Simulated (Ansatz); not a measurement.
`NC(F)([SiH3])S` + HI → `[SiH3]I` + `NC(F)S`  (ligand exchange at the Si–C bond)

Gas-phase electronic energies from Ansatz, PBE0-D4/def2-TZVP geometries. CCSD(T)/CBS is the MP2 limit (def2-TZVPP, def2-QZVPP) plus CCSD(T) − MP2 in def2-TZVPP, frozen cores. DFT in def2-TZVPP. B3LYP here is the variant with VWN-RPA as its local correlation; programs differ in this. HSE06 is defined as in plane-wave codes. Elements past krypton have def2 core potentials. For I outer-core shells are correlated without core-valence functions, which leaves a few kJ/mol of doubt a bond. One conformer a species, not always the lowest.

`NC(F)([SiH3])S`:

Z-matrix (Å, degrees):
```
C
F 1 1.417
Si 1 1.910 2 107.2
N 1 1.399 2 112.7 3 124.9
S 1 1.830 2 102.4 3 -116.2
H 3 1.490 1 108.8 2 74.1
H 3 1.480 1 108.7 2 -46.2
H 3 1.483 1 108.4 2 -166.9
H 4 1.012 1 113.0 2 -66.1
H 4 1.013 1 112.8 2 61.0
H 5 1.342 1 94.7 2 -172.6
```

HI:

Cartesian coordinates in Å:
```
I 0.034 -0.512 0.620
H -0.034 0.512 -0.620
```

`[SiH3]I`:

```xyz
5

Si   -0.068   -0.132   -0.143
I     0.737    1.427    1.550
H    -1.542   -0.222   -0.034
H     0.551   -1.454    0.104
H     0.322    0.381   -1.477
```

`NC(F)S`:

Z-matrix (Å, degrees):
```
C
F 1 1.377
S 1 1.827 2 108.3
N 1 1.406 2 110.2 3 -122.4
H 1 1.091 2 107.1 3 118.3
H 3 1.344 1 96.8 2 50.7
H 4 1.011 1 113.9 2 82.6
H 4 1.007 1 113.4 2 -148.7
```

(1) Is it downhill or uphill in electronic energy at CCSD(T)/CBS, and by how much? (Estimate.)

(2) What do these levels give: LDA (SPW92), B3LYP-D4, HSE06-D4, r2SCAN0, SCS-MP2/def2-QZVPP, CCSD/CBS(def2)? (An estimate is asked.)

(3) What do rigid-rotor, harmonic-oscillator terms from PBE0-D4/def2-TZVP frequencies (298.15 K, 1 bar) make of the CCSD(T)/CBS value? (An estimate is asked.)

Largest T1 diagnostic among the species: 0.013.

Answers

(1) Ansatz gave: Downhill: ΔE = -1.01 eV.

(2) Ansatz gave: LDA (SPW92) -0.89, B3LYP-D4 -0.95, HSE06-D4 -1.04, r2SCAN0 -1.08, SCS-MP2/def2-QZVPP -1.05, CCSD/CBS(def2) -1.05 eV.

(3) Ansatz gave: ΔZPE = +0.15 eV, ΔH = -0.88 eV, ΔS = 20 J/(mol·K), ΔG = -0.94 eV.

From PBE to PBE0 (25 % exact exchange), in def2-TZVPP and without D4, ΔE moves by −0.07 eV. Leaving LDA and LC-ωPBE aside and taking each functional with its dispersion term where it has one, the values, not all of them listed here, spread over 0.20 eV, from PBE-QIDH to BLYP-D4. LDA lies +0.12 eV from PBE without D4.
